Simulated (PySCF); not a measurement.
Fine-structure interval of Mn²⁰⁺ by level of theory

Mn²⁰⁺ [He] 2s2 2p1 [2p1/2^1, M_J = 1/2] → Mn²⁰⁺ [He] 2s2 2p1 [2p3/2^1, M_J = 3/2], as a difference of total energies. Calculation: PySCF 2.14, in an even-tempered Gaussian basis (17 s from 5.1 bohr⁻², ratio 2.4; 11 p from 6.6 bohr⁻², ratio 2.4; 5 d from 23 bohr⁻², ratio 2.6; 4 f from 34 bohr⁻², ratio 2.6); the two-component X2C-1e Hamiltonian. Correlated levels: nothing frozen; the 34 highest virtual spinors dropped. "Screened" scales the spin-orbit matrix elements by Boettger's factors to mimic the two-electron term; Breit and QED terms are absent.

| method | fine-structure interval (cm⁻¹) |
| --- | --- |
| GHF (screened spin-orbit) | 104700 |
| GMP2 (screened spin-orbit) | 103290 |
| GHF (bare spin-orbit) | 113850 |
